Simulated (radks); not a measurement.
Isoelectronic series with 19 electrons, all held in the configuration [Ar] 4s1, which need not be the ground one along the series. All-electron calculation, scalar-relativistic Kohn-Sham, PBE, spin-polarised, spherical densities, point nucleus; open shells are filled with parallel spins first. Program: a radial shooting solver on a logarithmic mesh with Libxc functionals. Total energies (hartree) and mean radii <r> (bohr):

ion    E (hartree)  4s up  3p down   3p up  3s down
K       -602.09241  4.928    1.432   1.438    1.268
Sc2+    -763.22122  2.935    1.135   1.139    1.058
V4+     -944.78731  2.236   0.9474  0.9498   0.9084
Mn6+   -1146.83380  1.834   0.8154  0.8170   0.7960
Co8+   -1369.45150  1.565   0.7168  0.7180   0.7085
Cu10+  -1612.75711  1.369   0.6400  0.6409   0.6383
Ga12+  -1876.88674  1.218   0.5783  0.5790   0.5808
As14+  -2161.99355  1.098   0.5276  0.5282   0.5327
